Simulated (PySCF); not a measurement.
SnBr4, SMILES [Sn]([Br])([Br])([Br])[Br].

Geometry optimised at B3LYP-D3(BJ)/def2-SVP. The isomer is the one that the SMILES or the coordinates give; other isomers of the formula were not compared. The def2 effective core potentials stand for the cores of Sn; spin–orbit coupling is left out.

Two levels are set side by side: PBE/def2-TZVP (PySCF) and ωB97X/def2-TZVP (PySCF). Same geometry, gas phase. Differences are taken from unrounded values.

```tsv
quantity	ωB97X
orbital gap (eV)	9.37
highest occupied level (eV)	-11.28
lowest empty level (eV)	-1.90
mean polarisability (bohr³)	121.0
```

Question: What does PBE give, and how far is it from ωB97X? (An estimate is asked for; the answer gives what the named calculation found.)

Answer: 
```csv
quantity,PBE,PBE minus ωB97X
orbital gap (eV),3.03,-6.34
highest occupied level (eV),-7.61,3.67
lowest empty level (eV),-4.58,-2.68
mean polarisability (bohr³),127.4,6.4
```

Without exact exchange PBE keeps part of each electron's self-repulsion, which lifts occupied levels and narrows the gap. Loosely held outer electrons make PBE densities more polarisable. Differences between two approximate levels are no errors against the true value.

Rough cost on one machine, each run with all the roots and properties that it gave: ωB97X against PBE within a factor of 2.
